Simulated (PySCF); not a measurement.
**Deuteron quadrupole couplings in `C1=C[C@H]2CC[C@@H]1CC2`**

C₈H₁₂.
Z-matrix (Å and degrees, PBE0-D3(BJ)/def2-SVP geometry), rows numbered from 1:
```
C 
C   1  1.3392
C   2  1.5039  1  114.07
C   3  1.5432  2  108.04  1   -58.16
C   4  1.5426  3  109.38  2    55.33
C   1  1.5040  2  114.08  3     0.02
C   6  1.5431  1  108.08  2   -58.13
C   7  1.5426  6  109.38  1    55.26
H   1  1.0934  2  123.81  3   179.99
H   2  1.0934  1  123.82  3  -179.99
H   3  1.0998  2  112.09  1  -180.00
H   4  1.1002  3  109.50  2   -66.47
H   4  1.1022  3  109.12  2   177.05
H   5  1.1022  4  111.10  3   120.46
H   5  1.1002  4  110.97  3  -120.99
H   6  1.0998  1  112.08  2   180.00
H   7  1.1022  6  109.09  1   176.95
H   7  1.1002  6  109.52  1   -66.56
H   8  1.1002  3  109.52  2    66.53
H   8  1.1022  3  109.12  2  -176.99
```

Level: PBE0/pcSseg-1 (PySCF, non-relativistic); Q(2H) = 0.00286 b; rigid geometry, the same for H and D, with no vibrational averaging.

Q: Give the electric field gradient Vzz (the principal value of largest size), its asymmetry and the 2H coupling at each hydrogen.

A: 
| atom | bonded to | bond length (Å) | Vzz (au) | η | χzz (kHz) |
| --- | --- | --- | --- | --- | --- |
| H9 | C1 | 1.093 | 0.3083 | 0.06 | 207 |
| H10 | C2 | 1.093 | 0.3083 | 0.06 | 207 |
| H11 | C3 | 1.100 | 0.2904 | 0.01 | 195 |
| H12 | C4 | 1.100 | 0.2904 | 0.02 | 195 |
| H13 | C4 | 1.102 | 0.2877 | 0.01 | 193 |
| H14 | C5 | 1.102 | 0.2877 | 0.01 | 193 |
| H15 | C5 | 1.100 | 0.2904 | 0.02 | 195 |
| H16 | C6 | 1.100 | 0.2904 | 0.01 | 195 |
| H17 | C7 | 1.102 | 0.2877 | 0.01 | 193 |
| H18 | C7 | 1.100 | 0.2904 | 0.02 | 195 |
| H19 | C8 | 1.100 | 0.2904 | 0.02 | 195 |
| H20 | C8 | 1.102 | 0.2877 | 0.01 | 193 |

Q: A static deuteron (I = 1) shows a doublet split by (3/2)χ, (3/4)χ(1 + η) and (3/4)χ(1 − η) with the field along z, y and x of the gradient. What are these for H19?

A: With |χ| = 195.1 kHz and η = 0.019: 293, 149 and 144 kHz, to first order and without motion.

Geometry: PBE0-D3(BJ)/def2-SVP; no solvent, vibrations or thermal averaging. These gradients aren't converged with respect to the basis.
